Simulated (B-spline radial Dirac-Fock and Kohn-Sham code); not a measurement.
**X-ray scattering factor of Sm⁴⁹⁺**

System: Sm⁴⁹⁺, configuration 1s2 2s2 2p6 3s2 3p1.

The computed values come from a radial atomic solver: Dirac-Fock orbitals of the configuration average with a finite nucleus. f₀ is the Fourier transform of the spherical electron density, S the Waller-Hartree incoherent function, and s = sin θ/λ.

```csv
s (Å⁻¹),f₀,S
0,13.000,0.000
0.05,12.995,0.007
0.1,12.981,0.027
0.15,12.958,0.061
0.2,12.926,0.107
0.25,12.885,0.166
0.3,12.835,0.238
0.35,12.777,0.321
0.4,12.710,0.414
0.45,12.635,0.518
0.5,12.553,0.631
0.6,12.366,0.882
0.7,12.153,1.160
0.8,11.917,1.457
0.9,11.662,1.766
1,11.390,2.080
1.1,11.106,2.395
1.2,10.813,2.705
1.4,10.214,3.296
1.6,9.617,3.838
1.8,9.040,4.328
2,8.494,4.771
2.5,7.307,5.738
3,6.352,6.596
3.5,5.560,7.383
4,4.865,8.096
5,3.668,9.283
6,2.742,10.157
```

f₀ starts at the number of electrons, 13, and has fallen to half at s ≈ 2.92 Å⁻¹. The sum of ⟨r²⟩ over the electrons is 0.2517 bohr².
